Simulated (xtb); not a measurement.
HCl$_{2}$OTi (SMILES [OH][Ti+]([Cl])[Cl]), charge +1, singlet, at a GFN2-xTB geometry (such geometries of metal compounds can be far from the true shape) (the multiplicity is a formal guess), atoms displaced at random by about 0.1 Å a coordinate. Base run: GFN1-xTB (xtb 6.7.1).

Input for xtb:
```
$ xtb mol.xyz --gfn 1 --chrg 1 --opt --json

# file mol.xyz
5

Ti     0.21159994     0.31355557     0.52694087
Cl    -1.13311181    -1.35164175    -0.21278198
Cl     0.25970006     1.40655840    -0.94493162
O      1.51703412    -0.69514757     0.67198464
H      2.41207331    -1.02771090     1.11096569
```

Variants of this job, named by their change:

```tsv
change	ΔE vs base (mEh)	optimiser steps
base	0.000	14
opt level = loose	0.040	10
opt level = vtight	-0.001	18
opt level = extreme	-0.001	19
opt level = tight	0.000	15
engine = lbfgs	0.001	-
engine = inertial	0.025	-
alpb = dmf	-84.208	15
opt level = crude	0.130	8
opt level = lax	0.027	11
```
